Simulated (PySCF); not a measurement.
Computed IR spectrum (relative IR intensity) of a molecule C3H7BFN. Geometry: PBE-D3(BJ)/def2-SVP. The values are those of a single conformer. Method: PBE-D3(BJ)/def2-SVP run with PySCF. Harmonic, unscaled wavenumbers; measured fundamentals usually lie a few per cent lower.

ν (cm⁻¹): 516 (w), 588 (m), 757 (vw), 984 (vw), 1058 (w), 1175 (w), 1243 (vw), 1265 (w), 1298 (w), 1333 (s), 1377 (w), 1415 (w), 1447 (m), 1507 (vs), 2915 (m), 2965 (w), 2980 (w), 2992 (m), 3039 (w), 3049 (w), 3556 (w) (against the strongest line: vs over 80 %, s over 45 %, m over 15 %, w over 4 %, vw less)

Question: Identify the compound among the candidates.
A. C/C=N/B(C)F
B. C=C(F)B(C)N
C. FB1CCCN1
D. CB(N)/C=C\F

Answer: C, FB1CCCN1
